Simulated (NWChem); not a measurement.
Species: SnH$_{2}$S$_{2}$F$_{2}$; SMILES [F][Sn]([F])([SH])[SH]

```xyz
7

F     -0.3415    -1.4595    -1.5154
Sn     0.0000     0.0000    -0.3007
F      0.3415     1.4595    -1.5154
S      2.0176    -0.2442     0.9406
S     -2.0176     0.2442     0.9406
H      2.6739     0.5174     0.0334
H     -2.6739    -0.5174     0.0334
```
Atoms are numbered in this order, from 1.

Level: PBE0/def2-SVP with def2 effective core potentials on Sn (NWChem), optimised geometry, unscaled harmonic frequencies. def2 effective core potentials on Sn; no spin-orbit coupling.

```csv
frequency (cm⁻¹),IR intensity (km/mol)
78,0.9
106,7.6
116,0.0
155,2.1
159,42.5
167,45.4
215,29.1
353,6.0
397,53.9
640,58.9
649,61.7
717,1.4
732,4.3
2701,14.2
2701,1.6
```

- zero-point energy = 14.1 kcal/mol
- thermal correction to the enthalpy at 298.15 K (with zero-point energy) = 20.1 kcal/mol
- heat capacity Cv = 25.8 cal/(mol K)
- entropy at 298.15 K and 1 atm (symmetry number 2) = 93.1 cal/(mol K)

Rigid rotor and harmonic oscillator; modes under 100 cm⁻¹ make the entropy uncertain.
